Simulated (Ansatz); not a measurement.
Total energies of Br2Cl2Sn, SMILES `[Cl][Sn]([Cl])([Br])[Br]`.

```xyz
5

Cl   -1.990    0.423   -1.080
Sn   -0.006    0.015   -0.005
Cl    1.055    2.021    0.332
Br   -0.451   -1.040    2.148
Br    1.392   -1.419   -1.396
```

Charge 0, multiplicity 1. Correlated methods include outer-core shells of Br, Sn, which these sets cover unevenly. Scalar relativity is left out up to krypton. Sn takes the def2 core potential. Geometry: relaxed with PBE0-D4/def2-TZVP. Basis def2-TZVPP, Ansatz 0.2.0.

RPA on PBE orbitals: Hartree–Fock energy of these orbitals -6277.33328 Eh, correlation -1.82795 Eh (frozen core).

| functional | energy without D4 (Eh) | D4 term (kJ/mol) |
| --- | --- | --- |
| LDA (SPW92) | -6272.81688 | – |
| PBE | -6282.08123 | -26.4 |
| revPBE | -6282.65980 | -51.9 |
| r2SCAN | -6283.22783 | -5.9 |
| B97M-V | -6282.07355 | – |
| PBE0 | -6282.34288 | -23.3 |
| B3LYP | -6283.38238 | -43.6 |
| r2SCANh | -6283.21207 | -6.7 |
| r2SCAN0 | -6283.19025 | -7.6 |
| BHLYP | -6283.14524 | -44.3 |
| LC-ωPBE | -6282.29888 | – |
| ωB97X-V | -6282.60635 | – |
| ωB97M-V | -6282.85998 | – |
| PBE-QIDH | -6281.36491 | – |

Question: Give the same for BLYP, HSE06 (plane-wave form), CAM-B3LYP, B2PLYP. (An estimate is asked.)

Answer: The calculation gave: 
| functional | energy without D4 (Eh) | D4 term (kJ/mol) |
| --- | --- | --- |
| BLYP | -6283.21875 | -53.5 |
| HSE06 (plane-wave form) | -6282.33547 | -22.5 |
| CAM-B3LYP | -6283.49074 | -25.1 |
| B2PLYP | -6281.99905 | – |

B3LYP takes the VWN-RPA correlation (the form of Gaussian; ORCA's B3LYP/G). HSE06 is the plane-wave form, built on full-range PBE exchange. The double hybrids freeze the cores in their second-order part.

LC-ωPBE has ω = 0.4 bohr⁻¹.
